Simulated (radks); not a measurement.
Question: Neutral manganese, [Ar] 3d5 4s2. Method: non-relativistic Kohn-Sham, PBE, spin-polarised, spherical densities, point nucleus; computed with a radial shooting solver on a logarithmic mesh with Libxc functionals. Every spin shell is full or empty, so the densities are truly spherical. Functionals are evaluated on that one density, not self-consistently. Rank these orbital-free kinetic functionals by their error against the exact value of the orbitals, and give that value: Thomas-Fermi, TF + vW/9, TF + vW/5, APBEK, Perdew 92, Thakkar, Pearson, LKT.

Answer: Exact: 1149.84 hartree. From best to worst, with 100 (|E| - |E exact|)/|E exact| (equal figures are ties): APBEK +0.09, Thakkar -0.39, Perdew 92 -0.76, TF + vW/9 -0.77, Pearson -1.33, TF + vW/5 +3.92, Thomas-Fermi -6.63, LKT +25.44.
